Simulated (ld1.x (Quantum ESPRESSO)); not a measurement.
Transferability test, TM semilocal potential for cerium (Ce)

```json
{
  "Element": "Ce",
  "Generator": "ld1.x (Quantum ESPRESSO) 7.5",
  "Type": "norm-conserving Troullier–Martins (semilocal form)",
  "Functional": "PBEsol",
  "Relativity": "scalar-relativistic",
  "Frozen core": "[Xe]",
  "Valence charge": "4",
  "Reference configuration": "4f1 5d1 6s2 6p0",
  "Partial waves": "6s (bound): rc 3.15 bohr; 6p (bound, empty): rc 4.20 bohr; 4f (bound): rc 1.25 bohr; 5d (bound): rc 3.10 bohr",
  "Local potential": "the d channel",
  "Core correction": "a·sin(br)/r model core inside 1.15 bohr"
}
```

Energies are relative to the spin-unpolarised reference configuration 4f1 5d1 6s2 6p0; without spin polarisation the order of configurations can differ from experiment. The frozen-core shift is the all-electron ΔE with the core orbitals held at their reference shape minus the fully relaxed ΔE.

```
valence configuration  charge  ΔE all-electron (eV)  error AE − PS (meV)  frozen-core shift (meV)
      4f1 5d1 6s1 6p0      +1                 6.103                 -4.2                     +6.4
      4f1 5d1 6s0 6p0      +2                17.140                  -55                      +56
      4f1 5d0 6s0 6p0      +3                36.277                 -389                     +494
      4f1 5d2 6s0 6p0      +1                 6.255                  -77                      +30
      4f1 5d0 6s2 6p1       0                 2.317                 -103                      +71
      4f0 5d1 6s2 6p0      +1                12.484                -1450                    +1872
```

(1) What are ΔE and the potential's error for 4f0 5d2 6s1 6p0?

Results:

(1) ΔE = 11.301 eV all-electron; the error (AE − PS) is -1061 meV.

These tests converged, but a pseudo level misses the all-electron one widely, so the file describes the atom poorly there or has found another state: 4f0 5d2 6s1 6p0: empty 4f by 2.7 eV; 4f0 5d1 6s2 6p0: empty 4f by 2.9 eV.
